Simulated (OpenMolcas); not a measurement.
**Tb2+ in a point-charge field**

Tb2+ among 8 point charges of -1 e arranged as a hexagonal bipyramid (D6h), 2.81 Å from the ion, with the axial distance 2.782 Å.
```
   2.8100    0.0000    0.0000  -1.00
   1.4050    2.4335    0.0000  -1.00
  -1.4050    2.4335    0.0000  -1.00
  -2.8100    0.0000    0.0000  -1.00
  -1.4050   -2.4335    0.0000  -1.00
   1.4050   -2.4335    0.0000  -1.00
   0.0000    0.0000    2.7819  -1.00
   0.0000    0.0000   -2.7819  -1.00
```

```json
{"Program": "OpenMolcas", "Method": "CASSCF", "Basis": "ANO-RCC-VDZP [7s6p4d2f1g]", "Scalar Hamiltonian": "DKH2, point nucleus", "Active space": "9 electrons in 7 orbitals (4f)", "State averaging": "2S+1 = 6 odd, 21 roots; 2S+1 = 4 odd, 128 roots kept (CI in the orbitals of an earlier block, 108 in the spin-orbit step); 2S+1 = 2 odd, 121 roots kept (CI in the orbitals of an earlier block, 40 in the spin-orbit step)", "Spin-orbit coupling": "RASSI with atomic mean-field integrals over the reference wave functions"}
```

The lowest spin-free states, above the lowest:

```json
{"State": "2S+1 = 6", "Degeneracy": "1", "E (cm-1)": "0.0", "Free-ion L (%)": "H (100)"}
{"State": "2S+1 = 6", "Degeneracy": "2", "E (cm-1)": "49.8", "Free-ion L (%)": "H (100)"}
{"State": "2S+1 = 6", "Degeneracy": "2", "E (cm-1)": "183.7", "Free-ion L (%)": "H (100)"}
{"State": "2S+1 = 6", "Degeneracy": "1", "E (cm-1)": "345.3", "Free-ion L (%)": "H (100)"}
{"State": "2S+1 = 6", "Degeneracy": "1", "E (cm-1)": "380.6", "Free-ion L (%)": "H (100)"}
{"State": "2S+1 = 6", "Degeneracy": "2", "E (cm-1)": "533.4", "Free-ion L (%)": "H (100)"}
{"State": "2S+1 = 6", "Degeneracy": "2", "E (cm-1)": "596.0", "Free-ion L (%)": "H (100)"}
{"State": "2S+1 = 6", "Degeneracy": "1", "E (cm-1)": "7055", "Free-ion L (%)": "F (100)"}
{"State": "2S+1 = 6", "Degeneracy": "1", "E (cm-1)": "7077", "Free-ion L (%)": "F (100)"}
{"State": "2S+1 = 6", "Degeneracy": "1", "E (cm-1)": "7187", "Free-ion L (%)": "F (100)"}
{"State": "2S+1 = 6", "Degeneracy": "2", "E (cm-1)": "7225", "Free-ion L (%)": "F (100)"}
{"State": "2S+1 = 6", "Degeneracy": "2", "E (cm-1)": "7243", "Free-ion L (%)": "F (100)"}
{"State": "2S+1 = 4", "Degeneracy": "1", "E (cm-1)": "22811", "Free-ion L (%)": "I (100)"}
{"State": "2S+1 = 4", "Degeneracy": "2", "E (cm-1)": "22829", "Free-ion L (%)": "I (99)"}
{"State": "2S+1 = 4", "Degeneracy": "2", "E (cm-1)": "22881", "Free-ion L (%)": "I (98)"}
{"State": "2S+1 = 4", "Degeneracy": "2", "E (cm-1)": "22956", "Free-ion L (%)": "I (94)"}
{"State": "2S+1 = 4", "Degeneracy": "2", "E (cm-1)": "23049", "Free-ion L (%)": "I (100)"}
{"State": "2S+1 = 4", "Degeneracy": "2", "E (cm-1)": "23085", "Free-ion L (%)": "M (96)"}
{"State": "2S+1 = 4", "Degeneracy": "1", "E (cm-1)": "23104", "Free-ion L (%)": "I (97)"}
{"State": "2S+1 = 4", "Degeneracy": "1", "E (cm-1)": "23106", "Free-ion L (%)": "I (100)"}
```

The lowest levels with spin-orbit coupling:

```csv
E (cm-1),Degeneracy,2S+1,J,|mJ| (%),g
0.0,2,6,7.50,1/2 (100),1.36 10.64 10.64
34.6,2,6,7.50,3/2 (100),0.00 0.00 4.08
100.6,2,6,7.50,5/2 (99),1.47 1.47 6.69
193.4,2,6,7.50,7/2 (99),1.46 1.46 9.36
300.0,2,6,7.50,9/2 (100),0.00 0.00 12.07
407.1,2,6,7.50,11/2 (100),0.01 0.01 14.69
494.4,2,6,7.50,13/2 (100),0.01 0.01 17.29
536.5,2,6,7.50,15/2 (100),0.00 0.00 19.92
2939,2,6,6.50,1/2 (100),1.33 9.00 9.00
2967,2,6,6.50,3/2 (100),0.00 0.00 3.96
3021,2,6,6.50,5/2 (100),1.08 1.08 6.50
3101,2,6,6.50,7/2 (100),1.09 1.09 9.04
3198,2,6,6.50,9/2 (100),0.00 0.00 11.59
3297,2,6,6.50,11/2 (100),0.00 0.00 14.06
3389,2,6,6.50,13/2 (100),0.00 0.00 16.60
5105,2,6,5.50,1/2 (100),1.27 7.32 7.32
5126,2,6,5.50,3/2 (100),0.00 0.00 3.77
5172,2,6,5.49,5/2 (99),1.02 1.02 6.10
5249,2,6,5.50,7/2 (99),1.02 1.02 8.41
5353,2,6,5.50,9/2 (100),0.00 0.00 10.79
```

Powder χT (cm3 K/mol): 7.7 at 2 K, 9.86 at 10 K, 13.1 at 50 K, 13.6 at 100 K, 13.9 at 200 K, 14 at 300 K. The effective moment at 300 K is 2.828 √(χT) = 10.58 μB.

Hund's rules give f9 the level 6H15/2 with g = 1.333, so an isolated free-ion multiplet has χT = g² J(J+1) / 8 = 14.167 cm3 K/mol. The computed 14.009 at 300 K differs by -1 %, through the field's splitting, the mixing of terms and any other multiplet in reach.

Stevens parameters of the J = 15/2 multiplet, which is 537 cm-1 wide (cm-1, z along the main axis): B20 = 3.339e+00, B40 = -4.353e-03, B60 = -1.292e-06, B66 = 6.360e-05.

High states are left out of the spin-orbit mixing, which shifts the levels that they would mix with. Point charges carry no covalency, so the field is a model and not that of real ligands. An unlabelled pair can be two single states that coincide in this model. The first state left out of the spin-orbit step lies near 39000 cm-1 above the lowest spin-free state of the reference (among the parities and spins computed), and the lists stop at four fifths of that energy or lower. No measured value stands beside these numbers.

A state without a sure symmetry label is named by its multiplicity alone.
